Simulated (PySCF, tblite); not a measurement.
C4H10OSSi.
Geometry (GFN2-xTB, Å), atoms numbered from 1 in this order:
```
atom  x, y, z in Å
C1    -3.3957   -0.4402    0.3630
C2    -2.0965   -0.6820    0.3082
Si3   -0.8278    0.5640   -0.2827
S4    -0.7909    2.3533    0.9429
O5     0.5545   -0.2556   -0.1126
C6     1.8833    0.1871   -0.2159
C7     2.7896   -0.7425    0.5747
H8    -3.8059    0.5141    0.0753
H9    -4.1089   -1.1765    0.7002
H10   -1.7296   -1.6553    0.6079
H11   -1.0410    1.1260   -1.6102
H12   -0.5943    1.7274    2.0944
H13    2.1676    0.1914   -1.2744
H14    1.9611    1.2127    0.1638
H15    2.5149   -0.7261    1.6262
H16    2.6892   -1.7599    0.2059
H17    3.8235   -0.4258    0.4729
```

Computed with CAM-B3LYP/def2-SVPD in PySCF (dipole) on a GFN2-xTB geometry, gas phase.

Masses are those of the commonest isotopes; rigid-rotor values at the optimised geometry. The values belong to one conformer with, in the numbering `[CH2:1]=[CH:2][Si@@H:3]([SH:4])[O:5][CH2:6][CH3:7]`, C1–C2–Si3–S4 61°, C2–Si3–S4–H 55°, C2–Si3–O5–C6 -170°, Si3–O5–C6–C7 156°.

Give the principal moments of inertia and the rotational constants in cm⁻¹.

Ia = 217.69, Ib = 466.09, Ic = 620.36 u·Å²; 505379 MHz·u·Å²/I gives 2322, 1084 and 814.7 MHz, that is A = 0.07744, B = 0.03617, C = 0.02717 cm⁻¹.

What kind of rotor is it?

An asymmetric top; Ray's κ = -0.642.

Is it planar, by Δ = Ic − Ia − Ib?

Not planar: Δ = Ic − Ia − Ib = -63.43 u·Å². For a rigid frame Δ = −2 Σ m c², so Σ m c² = 31.72 u·Å² lies off the ab plane: 12.72 from hydrogen and 18.99 from heavier atoms. The atom farthest from that plane is 1.98 Å away.

Give the other two planar moments, Paa and Pbb, and the rms extents of the mass along the axes.

Paa = Σ m a² = (Ib + Ic − Ia)/2 = 434.38 and Pbb = Σ m b² = (Ia + Ic − Ib)/2 = 185.98 u·Å². With the mass M = 134.02 u, the rms extents √(P/M) along a, b and c are 1.80, 1.18, 0.49 Å.

Which types of transition are allowed, and where do some lines up to J = 5 fall?

The dipole components are |μa| = 0.69 D, |μb| = 0.98 D, |μc| = 0.23 D. The squared components, which scale the intensities, stand as 0.50 : 1.00 : 0.05 (a : b : c). Some lines, for components of 0.1 D or more:

| type | branch | J(Ka,Kc) | MHz | lower level (cm⁻¹) |
| --- | --- | --- | --- | --- |
| c | Q | 4(1,4) ← 4(0,4) | 476 | 0.615 |
| a | Q | 4(2,2) ← 4(2,3) | 544 | 0.815 |
| a | Q | 2(1,1) ← 2(1,2) | 809 | 0.222 |
| b | R | 4(2,2) ← 3(3,1) | 1226 | 0.793 |
| c | Q | 1(1,1) ← 1(0,1) | 1237 | 0.063 |
| b | Q | 1(1,0) ← 1(0,1) | 1507 | 0.063 |
| b | Q | 2(1,1) ← 2(0,2) | 1816 | 0.189 |
| b | R | 1(1,1) ← 0(0,0) | 3136 | 0.000 |
| b | Q | 5(2,3) ← 5(1,4) | 3465 | 1.052 |
| c | R | 2(1,1) ← 1(0,1) | 5574 | 0.063 |
| a | R | 3(2,1) ← 2(2,0) | 5849 | 0.374 |
| b | Q | 5(2,4) ← 5(1,5) | 6251 | 0.921 |
| c | Q | 3(3,1) ← 3(2,1) | 6691 | 0.570 |
| b | Q | 5(3,3) ← 5(2,4) | 7172 | 1.129 |
| b | R | 5(1,5) ← 4(0,4) | 9158 | 0.615 |
| b | Q | 5(4,1) ← 5(3,2) | 9433 | 1.372 |
| b | Q | 5(4,2) ← 5(3,3) | 9529 | 1.368 |
| b | R | 4(2,3) ← 3(1,2) | 10899 | 0.452 |
| c | R | 4(2,2) ← 3(1,2) | 11443 | 0.452 |
| c | R | 3(3,1) ← 2(2,1) | 12580 | 0.373 |
| b | R | 5(3,3) ← 4(2,2) | 16036 | 0.834 |
| b | R | 5(4,2) ← 4(3,1) | 19100 | 1.049 |
| c | R | 5(5,0) ← 4(4,0) | 21849 | 1.367 |

Its GFN2-xTB frequencies are all real (lowest 23 cm⁻¹). Constants of a rigid frame at the computed geometry: no zero-point averaging, no centrifugal distortion. A rigid rotor knows nothing of internal rotation, which can split or shift real lines.

Time: 2.5 min of wall time (grids of density and orbitals included); peak memory 1.0 GiB. Hardware: an Intel Xeon at 2.50 GHz with one thread, shared host with 64 logical CPUs at a one-minute load of 60. This is the CAM-B3LYP/def2-SVPD job that gave the dipole, with the excitations it also computed.
